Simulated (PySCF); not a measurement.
# A ladder of Hamiltonians for Pt⁷⁴⁺ (platinum, charge +74)

Occupied: 1s1/2, 2s1/2. Hartree-Fock calculated with PySCF 2.14 in an uncontracted even-tempered set (18 s from 21 bohr⁻², ratio 2.3; 15 p from 25 bohr⁻², ratio 2.3), Gaussian nucleus throughout. NR is non-relativistic, sf-X2C the spin-free one-electron X2C Hamiltonian, X2C adds the bare one-electron spin-orbit term, X2C-SNSO screens it by Boettger's factors, DC is four-component Dirac-Coulomb, and the Gaunt and Breit terms are added at first order (total energies over the DC spinors, levels after relaxing the spinors in that mean field). QED terms are absent. Levels marked empty are virtual spinors of this ion.

```
Hamiltonian  E (hartree)  E − E(DC) (hartree)  CPU seconds
         NR   -7482.6927             757.7918         0.53
     sf-X2C   -8235.9829               4.5017         0.32
        X2C   -8235.9829               4.5017         0.32
   X2C-SNSO   -8235.9829               4.5017         0.33
         DC   -8240.4846               0.0000          6.8
   DC+Gaunt   -8231.7710               8.7136           11
   DC+Breit   -8231.9646               8.5200           94
```

```json
{"level (eV)": "1s1/2", "NR": "-80619.7", "sf-X2C": "-88209.1", "X2C": "-88209.1", "X2C-SNSO": "-88209.1", "DC": "-88316.5", "DC+Gaunt": "-88107.8", "DC+Breit": "-88110.3"}
{"level (eV)": "2s1/2", "NR": "-19542.4", "sf-X2C": "-21876.4", "X2C": "-21876.4", "X2C-SNSO": "-21876.4", "DC": "-21889.9", "DC+Gaunt": "-21864.4", "DC+Breit": "-21867.0"}
{"level (eV)": "2p1/2 (empty)", "NR": "-19097.8", "sf-X2C": "-19950.7", "X2C": "-21347.8", "X2C-SNSO": "-21304.5", "DC": "-21320.3", "DC+Gaunt": "-21273.7", "DC+Breit": "-21279.8"}
{"level (eV)": "2p3/2 (empty)", "NR": "-19097.8", "sf-X2C": "-19950.7", "X2C": "-19412.6", "X2C-SNSO": "-19425.5", "DC": "-19428.3", "DC+Gaunt": "-19404.0", "DC+Breit": "-19410.1"}
{"level (eV)": "3s1/2 (empty)", "NR": "-8456.0", "sf-X2C": "-9242.9", "X2C": "-9242.9", "X2C-SNSO": "-9242.9", "DC": "-9246.5", "DC+Gaunt": "-9239.5", "DC+Breit": "-9240.6"}
```

```
interval (eV)   X2C  X2C-SNSO    DC  DC+Gaunt  DC+Breit
2p3/2 − 2p1/2  1935      1879  1892      1870      1870
```

Weight of the small component: 1s1/2 0.0880, 2s1/2 0.0216, 2p1/2 0.0214, 2p3/2 0.0195, 3s1/2 0.00910.

Koopmans' value for the highest occupied level at DC+Breit: 21867.0 eV, against an ionisation energy of 21840 ± 90 eV (theoretical estimate listed by NIST; NIST Atomic Spectra Database, ionization energies); the former lacks relaxation, correlation, QED and recoil.

The whole ladder took 120 s of wall time on 1 thread of Neoverse-N1 (shared host), launched as `OMP_NUM_THREADS=1 python relrun2.py TASK.json OUT` (a driver that calls PySCF for each Hamiltonian).
